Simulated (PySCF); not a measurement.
**Electron correlation in Ba(2+) (barium, charge +2)**

[Xe], closed-shell 1S. All numbers are calculated (PySCF 2.14, scalar relativity through the core potential, in def2-TZVPPD with the def2 core potential (46 electrons) (6s4p3d1f, 40 functions)). Frozen: nothing; 8 electrons correlated.

| level | correlation energy (mhartree) |
| --- | --- |
| CCSD | -136.79 |
| (T) | -3.04 |
| CCSD(T) | -139.83 |
| CCSDT | -140.27 |

Diagnostics: T1 = 0.00072, D1 = 0.0018, largest double amplitude 0.028.

Cost of the coupled-cluster step: about 0.28 core-seconds, for 8 correlated electrons.

The basis has no tight functions for the innermost shells, so their pair energies are far from complete.

This basis was not built for core-valence correlation, so the inner-shell part is incomplete.
